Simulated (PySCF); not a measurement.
## C₆ coefficients of unlike pairs at UHF

Calculated with PySCF 2.14 from the dipole response of each species, C₆(A,B) = (3/π) ∫ α_A(iu) α_B(iu) du, in atomic units, from isotropic polarisabilities. For ions this is the dispersion term alone; charge-induced terms of lower order in 1/R come first.

| species | configuration | basis | relativity | α (bohr³) | C₆ (like pair) |
| --- | --- | --- | --- | --- | --- |
| Xe | [Xe] (1S) | aug-cc-pVTZ-DK3 (8s7p5d2f) | spin-free X2C | 26.59 | 278.4 |
| Sb²⁺ | [Kr] 4d10 5s2 5p1 (2P) | aug-cc-pVTZ-PP with one added diffuse shell each of d, f type with ECP28MDF (6s5p5d3f) | core potential | 16.91 | 102.5 |
| Br³⁺ | [Ar] 3d10 4s2 4p2 (3P) | aug-cc-pVTZ-PP with ECP10MDF (6s5p4d2f) | core potential | 6.234 | 23.08 |
| Ti²⁺ | [Ar] 3d2 (3F) | aug-cc-pVQZ-DK (9s8p6d4f3g2h) | spin-free X2C | 4.303 | 13.06 |

Estimate C₆ for Ti²⁺ with Xe.

The integral gives 56.98. The combination rule 2 C_A C_B / (C_A α_B/α_A + C_B α_A/α_B) gives 57.83 and the geometric mean 60.30.

No spin-orbit coupling is included.

The other pairs:

```csv
pair,C₆
"Ti²⁺, Br³⁺",17.07
"Br³⁺, Sb²⁺",47.46
"Ti²⁺, Sb²⁺",34.29
"Br³⁺, Xe",78.81
"Sb²⁺, Xe",168.7
```
